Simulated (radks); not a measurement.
Task: Lu4+, 67 electrons, occupied as [Kr] 4d10 4f13 5s2 5p5 6p1 (not the ground configuration). All-electron calculation, scalar-relativistic Kohn-Sham, PBE, spin-unpolarised, spherical densities, finite nucleus; Fermi nuclear charge, rms radius 5.37 fm. Program: a radial shooting solver on a logarithmic mesh with Libxc functionals. Some entries of the table are withheld. Estimate them.

| orbital | occ. | eigenvalue (hartree) | <r> (bohr) |
|---|---|---|---|
| 1s | 2 | -2325.601 | 0.01932 |
| 2s | 2 | -397.6501 | 0.08184 |
| 2p | 6 | -350.1449 | 0.07292 |
| 3s | 2 | -91.76356 | 0.2126 |
| 3p | 6 | -77.50188 | 0.2123 |
| 3d | 10 | -60.36272 | 0.1925 |
| 4s | 2 | -19.95403 | 0.4776 |
| 4p | 6 | -15.26807 | 0.5071 |
| 4d | 10 | (1) | 0.5457 |
| 5s | 2 | -4.14539 | 1.132 |
| 5p | 5 | -2.98216 | (2) |
| 4f | 13 | -2.40423 | 0.6757 |
| 6p | 1 | -1.10044 | 2.992 |

Result: 
(1) 4d eigenvalue (hartree): -9.14916
(2) 5p <r> (bohr): 1.300
